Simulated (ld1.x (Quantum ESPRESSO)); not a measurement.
# Reading a pseudo-wave (cadmium (Cd))

Columns: radius, all-electron u(r) and pseudo u(r) of the 4d shell (level -13.86 eV) of cadmium in the configuration [Kr] 4d10 5s1.75 5p0; PW91, scalar-relativistic, TM scheme, ld1.x (Quantum ESPRESSO) 7.5.

| r (bohr) | all-electron | pseudo |
| --- | --- | --- |
| 0.113 | 0.2904 | -0.0074 |
| 0.226 | 0.4791 | -0.0558 |
| 0.339 | 0.2533 | -0.1686 |
| 0.452 | -0.1244 | -0.3418 |
| 0.565 | -0.4702 | -0.5449 |
| 0.678 | -0.7194 | -0.7351 |
| 0.791 | -0.8678 | -0.8761 |
| 0.904 | -0.9342 | -0.9509 |
| 1.017 | -0.9430 | -0.9641 |
| 1.130 | -0.9149 | -0.9326 |
| 1.243 | -0.8655 | -0.8760 |
| 1.356 | -0.8051 | -0.8095 |
| 1.469 | -0.7405 | -0.7416 |
| 1.582 | -0.6758 | -0.6759 |
| 1.695 | -0.6133 | -0.6133 |
| 1.808 | -0.5544 | -0.5544 |
| 1.921 | -0.4998 | -0.4998 |
| 2.034 | -0.4497 | -0.4497 |
| 2.147 | -0.4041 | -0.4041 |
| 2.260 | -0.3627 | -0.3627 |
| 2.373 | -0.3252 | -0.3252 |
| 2.486 | -0.2915 | -0.2915 |
| 2.599 | -0.2612 | -0.2612 |
| 2.712 | -0.2339 | -0.2339 |
| 2.825 | -0.2094 | -0.2094 |
| 2.938 | -0.1874 | -0.1874 |

Question: How many radial nodes do the two functions have?

Answer: The all-electron 4d function has n − l − 1 = 1; the pseudo-wave has 0, since the states of the same l below it are removed with the core.

Question: At about which radius was the pseudo-wave matched?

Answer: 1.75 bohr. The columns agree to 0.0005 from 1.58 bohr on; several derivatives are matched, so the curves merge somewhat inside the radius.

Question: Is the pseudo-wave norm-conserving?

Answer: Yes: the TM scheme keeps the norm inside the radius equal to the all-electron one, which fixes the energy derivative of the logarithmic derivative at the level.
